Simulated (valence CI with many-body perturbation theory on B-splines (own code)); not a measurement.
The numbers below are computed, except where a source is named.
**Sensitivity of CI+MBPT for Pd41+**

Method: relativistic CI+MBPT: three valence electrons over a frozen Dirac-Fock core [He], radial functions for each j: 6 s, 6 p, 5 d, 3 f, 1 g, with the one-electron correlation potential Σ1 (screened to all orders), the two-electron term Σ2, the three-electron term Σ3, Breit, model QED; selected single and double excitations, second order for the rest, scaled by the run's own slope (own B-spline code, finite nucleus).

No measured spectrum was set against this ion. As an estimate, large intervals hold to a few tenths of a per cent, small ones and those within an open d or f shell to about a per cent.

The reference run has the lowest level (2s^2 2p1/2) J=1/2 and an ionisation energy of 6470.95 eV. Its largest variational space holds 4177 state functions.

Levels are named by their leading jj configuration (3d3/2^4 stands for four electrons in 3d with j = 3/2), which in mixed levels can hold well under half, so a name can repeat and another be missing. Letters in brackets count levels of one name in rising energy.

Changed runs:
A. scale of Σ1 1 → 0; scale of Σ2 1 → 0; three-electron term on → off
B. highest l with Σ1, explicit Σ2 and valence Breit (higher l get mean screening factors) 3 → 2
C. Breit term on → off; QED terms on → off
D. cutoff of virtual states (hartree) 4232 → 322.67 (bad on purpose)

Excitation energies of the reference run in cm⁻¹, and shifts in cm⁻¹:

```
                     Level  Reference      A        B       C      D
        (2s 2p1/2^2) J=1/2    1031420  +2351      +11   -2428  +1039
        (2s^2 2p3/2) J=3/2    1432960   -493     -7.9  +25791   -551
(2s 2p1/2 2p3/2) J=3/2 [a]    2161180  +1462      -34  +22291    -20
    (2s 2p1/2 2p3/2) J=5/2    2373920  +1824     -4.4  +41494   +453
(2s 2p1/2 2p3/2) J=3/2 [b]    2713980  +2966      +46  +32444  +1229
    (2s 2p1/2 2p3/2) J=1/2    2740030  +3953      +45  +19796  +1100
        (2s 2p3/2^2) J=5/2    3744220  +1324     +3.0  +56655    -14
     (2p1/2^2 2p3/2) J=3/2    3851460  +6313      +30  +25894  +2130
        (2s 2p3/2^2) J=1/2    4235190  +1842      +67  +38401  +1006
        (2s 2p3/2^2) J=3/2    4244490  +3473      +50  +52519   +729
     (2p1/2 2p3/2^2) J=3/2    5083780  +5807     -4.2  +48778  +1137
     (2p1/2 2p3/2^2) J=5/2    5221680  +5463      +42  +67645  +1688
    Ionisation energy (eV)    6470.95  -0.27  -0.0062   +6.62  -0.40
```
